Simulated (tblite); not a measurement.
Compound: C₇H₁₁AlO.
Atom-mapped SMILES: `[CH3:1][c:2]1[cH:3][cH:4][c:5]([Al:6]([CH3:7])[CH3:8])[o:9]1` (hydrogens: H10, H11, H12 on C1; H13 on C3; H14 on C4; H15, H16, H17 on C7; H18, H19, H20 on C8)

Structure used (GFN2-xTB), in Å, numbered top down from 1:
```xyz
20
C7H11AlO angstrom
C      2.9108    1.1748   -0.4309
C      2.0279   -0.0093   -0.2452
C      2.3040   -1.3416   -0.1369
C      1.0636   -2.0029    0.0192
C      0.0819   -1.0467    0.0017
Al    -1.6330   -0.0832    0.0054
C     -1.6825    1.9145    0.0100
C     -3.3048   -1.1641   -0.0074
O      0.7007    0.1792   -0.1653
H      2.6566    1.9511    0.2897
H      2.7883    1.5920   -1.4311
H      3.9492    0.8871   -0.2959
H      3.2749   -1.7962   -0.1629
H      0.9175   -3.0594    0.1333
H     -1.2685    2.3527   -0.9050
H     -2.7155    2.2685    0.0923
H     -1.1215    2.3613    0.8381
H     -3.0945   -2.2311    0.1189
H     -3.9878   -0.8747    0.7955
H     -3.8725   -1.0613   -0.9361
```

Calculated harmonic vibrations of the isolated species, GFN2-xTB (tblite), most abundant isotopes, no scaling. This tight-binding method is rough: wavenumbers can miss measured ones by several per cent, in bad cases by 10 to 20. The optimisation stopped once no atom felt more than 0.01 eV/Å.

Lowest wavenumbers of the output (negative numbers stand for imaginary wavenumbers):
```
mode    cm-1
  1     -24.5
  2      43.3
  3      47.0
  4      50.9
  5      90.0
  6     112.8
  7     123.1
  8     144.2
```

Task: Is this structure a minimum?

Result: Not by this Hessian. 1 mode is imaginary beyond 20i (24i cm⁻¹), so at this level the point lies at or near a first-order saddle. The curvature is small, so loose convergence or finite differences may be the whole cause.

Task: Which atoms move in the imaginary mode?

Result: 24i: C8 (methyl carbon) 24 %, C7 (methyl carbon) 16 %, C1 (benzylic-type carbon) 16 %, C4 (aromatic CH carbon) 10 %. These are shares of the mass-weighted motion.

Task: What is the remedy?

Result: Step along that mode in both directions, optimise again with tighter thresholds and repeat the frequencies. The zero-point energy of this point (96.3 kcal/mol) counts the 53 real modes alone, and thermal corrections from it aren't those of a minimum.

The run took 3.4 s wall, 2.8 s CPU on one thread, Intel Xeon at 2.50 GHz (x86_64), no GPU, shared host with 64 logical CPUs at a one-minute load of 55. The figure is for the frequency step alone.
